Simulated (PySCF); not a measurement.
## Working out the ionisation energy of Ar⁺

Ar⁺ [Ne] 3s2 3p5 (2P) → Ar²⁺ [Ne] 3s2 3p4 (3P). All numbers are calculated (PySCF 2.14, the spin-free X2C one-electron Hamiltonian (Gaussian nucleus), in ANO-RCC-VTZP (5s4p2d1f, 34 functions)). Frozen: 1s2. Energies in hartree (1 hartree = 27.21139 eV):

```csv
part,Ar⁺ (lower),Ar²⁺ (upper)
UHF,-528.090217,-527.121631
CCSD correlation,-0.222865,-0.187743
(T),-0.005946,-0.004624
```

Question: What does Hartree-Fock give?

Answer: (-527.121631) − (-528.090217) = 0.968586 hartree = 26.357 eV.

Question: What do CCSD and CCSD(T) give?

Answer: The CCSD correlation energies differ by 0.035122 hartree = 0.956 eV and the triples by 0.001322 hartree = 0.036 eV, so CCSD gives 27.313 eV and CCSD(T) 27.349 eV.

A first-order spin-orbit estimate adds -0.006 eV to CCSD(T) (valence and next inner shell), giving 27.343 eV against 27.630 eV (measured; NIST Atomic Spectra Database, ionization energies).

What remains against the reference includes basis incompleteness, the frozen core and higher excitations.
